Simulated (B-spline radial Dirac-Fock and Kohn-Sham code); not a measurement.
Kohn-Sham estimates against Dirac-Fock for the levels of Se²¹⁺

System: selenium as Se²¹⁺, configuration [Ne] 3s2 3p1.

The density-functional columns are spherical, spin-unpolarised Dirac-Kohn-Sham results without Breit or QED terms: −ε is minus the orbital energy of the initial state and ΔSCF the difference of two total energies. The reference in the last column comes from Dirac-Fock (average of configuration) total-energy differences with a finite nucleus, the Breit interaction including its frequency dependence, and self-energy and vacuum-polarisation corrections. All numbers are from a B-spline atomic structure program, in eV; a selection of levels is shown. The Kohn-Sham columns are given as differences from the reference. For the 1s level of heavy atoms much of the gap between ΔSCF and the reference is the Breit and QED part, -27.4 eV here; for other levels the error of the functional can be larger.

```tsv
level	LDA −ε − DF	LDA ΔSCF − DF	Dirac-Fock
K	-214.5	+25.0	13602.9
L1	-85.3	-28.0	2561.0
L2	-62.6	+4.1	2383.6
L3	-63.2	+2.2	2341.4
M1	-18.5	+4.7	939.6
M2,3	-22.9	+1.0	886.1
```

Values without a named source are computed, but for edge energies of neutral atoms, which are taken from tables.
